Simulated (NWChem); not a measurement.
System: BaCl, doublet; SMILES [Ba][Cl]

Here is an NWChem input.

```
start job
memory heap 200 mb stack 900 mb global 1100 mb
geometry units angstroms noautoz
  Ba     0.000000     0.000000    -0.692942
  Cl     0.000000     0.000000     2.036238
end
basis spherical
  Ba library def2-tzvp
  Cl library def2-tzvp
end
ecp
  Ba library def2-ecp
end
dft
  odft
  mult 2
  xc mn15-l
  iterations 150
  mulliken
end
task dft energy
```

Structure relaxed at the PBE0/def2-SVP, spin-unrestricted level. The spin multiplicity was typed, not searched, and may not be the lowest. No stability test was run on the SCF state. def2 effective core potentials on Ba; no spin-orbit coupling.

Q: Predict the main results of this run. (MN15-L/def2-TZVP with def2 effective core potentials on Ba, spin-unrestricted.) Quantities: energy (Ha); highest occupied level (eV); lowest empty minus highest occupied level, either spin (eV); dipole (D); <S²>.

A: 
```json
{
  "energy (Ha)": "-485.63",
  "highest occupied level (eV)": "-3.21",
  "lowest empty minus highest occupied level, either spin (eV)": "0.36",
  "dipole (D)": "5.45",
  "<S²>": "0.752"
}
```
